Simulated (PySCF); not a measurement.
Te(F)4 cation (F4Te), SMILES F[Te](F)(F)F (connectivity only; charge and spin as stated), charge +1, multiplicity 2. Geometry: r2SCAN-D4/def2-SVP. The multiplicity is an assumed one; other spin states were not compared. The isomer is the one that the SMILES or the coordinates give; other isomers of the formula were not compared. The def2 effective core potentials stand for the cores of Te; spin–orbit coupling is left out.

The numbers are results of r2SCAN-D4/def2-SVP (PySCF 2.14.0), not measurements.

Harmonic wavenumbers (cm⁻¹): 117, 128, 199, 212, 230, 541, 563, 711, 719. Rotational constants (GHz): 3.924, 2.637, 2.348; symmetry number 2.

Task: Work out the zero-point energy and the ideal-gas rigid-rotor harmonic-oscillator thermochemistry at 298.15 K and 1 atm.

Result: ZPE = ½ Σ hcν = ½ × 3420 cm⁻¹ = 20.45 kJ/mol. H − E(el) = 39.81 kJ/mol. Entropy in J/(mol K): translation 175.05, rotation 107.14, vibration 57.90, spin 5.76, total 345.85. G − E(el) = -63.30 kJ/mol. Cp = 88.45 J/(mol K). Modes under 150 cm⁻¹ make the vibrational entropy uncertain.
